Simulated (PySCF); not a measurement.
## Telling isomers of C5H6F3OPSi apart by NMR

PySCF calculation with GIAO PBE0/pcSseg-1 shieldings and structure optimised with GFN2-xTB; equivalent nuclei averaged, non-relativistic, isolated molecule, one computed conformer.

Scale: $^{1}$H and $^{13}$C vs TMS (reference shieldings calculated alike). Splittings of carbon signals by F and P are missing where no couplings were computed. Where no couplings were computed, multiplicities follow the n + 1 count of equivalent neighbours, and m marks all less simple cases (inequivalent or close neighbours, rings, F or P nearby). Shifts are as computed. Against solution values, carbons near 30 ppm lie about +3 ppm off and those near 130 ppm about +5 ppm. Of 1211 compounds with measured shifts, 218 miss one by over three times the rms of a fit or turn the order of signals round; such compounds aren't used in these exercises.

(1) Tabulate the signals of `C=CC1=C([SiH3])[P@@]1(=O)C(F)(F)F`, `Cc1oc(C(F)(F)F)pc1[SiH3]` and their relative energies.

(2) What is the quickest way to tell C=CC1=C([SiH3])[P@@]1(=O)C(F)(F)F from Cc1oc(C(F)(F)F)pc1[SiH3]?

## Answers

(1) 
```json
{"SMILES": "C=CC1=C([SiH3])[P@@]1(=O)C(F)(F)F", "carbon types": "3×C 1×CH 1×CH2", "δC": "187.0, 166.7, 144.9, 131.6, 131.0", "δH": "7.07 (m, 1H), 6.60 (m, 1H), 6.46 (m, 1H), 4.47 (m, 3H)", "E rel. (kcal/mol)": "42.8"}
{"SMILES": "Cc1oc(C(F)(F)F)pc1[SiH3]", "carbon types": "4×C 1×CH3", "δC": "188.6, 174.0, 130.4, 127.5, 17.9", "δH": "4.58 (m, 3H), 2.74 (s, 3H)", "E rel. (kcal/mol)": "0.0"}
```

Energies are electronic energies at PBE0/pcSseg-1 on these geometries, without zero-point or thermal terms, each for the one conformer computed, which needn't be the lowest.

(2) Both give the same number of carbon signals, but DEPT or the intensities differ. The first has a terminal =CH2 carbon at 144.9 ppm, the second a methyl carbon on an aromatic ring (CH3) at 17.9 ppm. Their most deshielded carbons lie at 187.0 and 188.6 ppm. In the proton spectra the most deshielded non-exchanging signals are 7.07 (m, 1H) and 4.58 (m, 3H).
